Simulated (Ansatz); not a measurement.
Cartesian coordinates in Å:
```
B -1.527 0.598 0.541
C -0.305 0.608 -0.352
B 0.899 0.359 0.736
N 1.261 -0.815 0.095
C 0.250 -0.705 -0.947
H -1.969 -0.441 0.953
H -2.008 1.624 0.930
H -0.118 1.510 -0.938
H 1.345 0.912 1.692
H 1.956 -1.535 0.194
H 0.676 -0.579 -1.947
H -0.461 -1.536 -0.958
```

The species carries charge 0 and has multiplicity 1.

Q: List the PBE0/def2-TZVPP orbital energies in eV (the Gaussian-basis code of Ansatz). (Best estimate.)

A: Computed: Occupied: -391.68, -279.25, -277.51, -184.71, -184.00, -25.95, -20.35, -17.57, -15.57, -13.89, -12.76, -12.24, -11.27, -10.50, -9.29, -8.67, -8.14, -8.08. Lowest empty: -1.06, 0.83, 1.06, 1.48, 2.28, 2.44, 2.93, 2.99.
